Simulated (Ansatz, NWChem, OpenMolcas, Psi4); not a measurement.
How basis sets differ on CH5BClN (SMILES CNBCl)

The species is CH5BClN (9 atoms), meant as a singlet with charge 0. As SMILES, `CNBCl`. Geometry: relaxed at PBE0-D4/def2-TZVP. This is one conformer, not always the lowest.

Quantity: the HOMO–LUMO gap, in eV. The values are calculated.

```
                        level          kind     program  value (eV)  CPU time
            HF/ANO-R0 (sfX2C)  Hartree–Fock  OpenMolcas       15.21     4.8 s
         HF/ANO-RCC-MB (DKH2)  Hartree–Fock  OpenMolcas       16.04     3.6 s
                    HF/STO-3G  Hartree–Fock      NWChem       17.64     2.9 s
                     HF/3-21G  Hartree–Fock  OpenMolcas       15.44       3 s
        HF/ANO-RCC-VDZ (DKH2)  Hartree–Fock  OpenMolcas       13.45     7.7 s
                  HF/def2-SVP  Hartree–Fock      Ansatz       15.19     1.8 s
HF/def2-SVP (density fitting)  Hartree–Fock        Psi4       15.20     5.4 s
```

The values span 13.45 to 17.64 eV. A Hartree–Fock LUMO above zero doesn't converge with the basis: it sinks as sets grow more diffuse. Orbital gaps aren't excitation energies. Times are those of the runs behind each value, whatever else they computed, on shared processors of several kinds: orders of magnitude only.
